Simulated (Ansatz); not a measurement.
Abridged output of a molecular run in Ansatz:

```
Functional definition: HF
1064 factors; integrals over basis functions are off by at most 1.5e-3 eV
mean field evaluation 1: about -16416.2215 eV, gradient 3.6e1 eV
mean field evaluation 2: about -16416.3061 eV, gradient 3.5e1 eV
mean field evaluation 4: about -16419.3104 eV, gradient 3.7e0 eV
mean field evaluation 8: about -16419.3523 eV, gradient 1.9e-1 eV
mean field -16419.35238430 eV, -603.4000706862 hartree, gradient 1.2e-6 eV, S^2 0.000000; 0 other end points of the search recorded, 0 dependent functions left out
10 core orbitals not correlated: weight in the atoms' cores, before any rotation towards them, 1.000 or more for the frozen orbitals, at most 0.000 for the correlated occupied ones
reference -16419.35238430 eV, -603.4000706862 hartree; 17, 17 occupied and 81, 81 virtual orbitals, 1064 factors
second order -22.90176963 eV of doubles, -0.00000000 eV of singles
cycle   1  -23.22822798 eV  change   -3.3e-1 eV  update   1.1e-1
cycle   2  -23.82104744 eV  change   -5.9e-1 eV  update   3.4e-2
cycle   3  -23.97358768 eV  change   -1.5e-1 eV  update   1.7e-2
cycle   4  -23.97560068 eV  change   -2.0e-3 eV  update   4.7e-3
cycle   5  -23.97686395 eV  change   -1.3e-3 eV  update   2.0e-3
cycle   6  -23.97804902 eV  change   -1.2e-3 eV  update   5.9e-4
cycle   7  -23.97812702 eV  change   -7.8e-5 eV  update   2.1e-4
cycle   8  -23.97812973 eV  change   -2.7e-6 eV  update   5.4e-5
cycle   9  -23.97815277 eV  change   -2.3e-5 eV  update   2.1e-5
perturbative correction -0.66243819 eV, -0.0243441544 hartree
Total energy: -16443.99297525 eV, -604.3055957018 hartree
```

Its atoms:

```xyz
10

C    -0.891    0.224    2.447
C    -0.505   -0.204    1.388
Si    0.051   -0.813   -0.229
F     1.357   -1.712   -0.030
C     0.546    0.624   -1.341
F    -0.580    1.389   -1.625
H    -1.233    0.601    3.384
H    -1.004   -1.642   -0.849
H     0.969    0.265   -2.285
H     1.291    1.266   -0.859
```

Q: Which basis set was used?
A. cc-pV(T+d)Z
B. def2-SVPD
C. def2-TZVPPD
D. def2-SVP

A: D. It gives 108 functions.

Q: Write the keys of the input that set method, charge and spin (a neutral closed shell needs none for the last two).

A: 
```yaml
correlation: {method: ccsd_t}
```
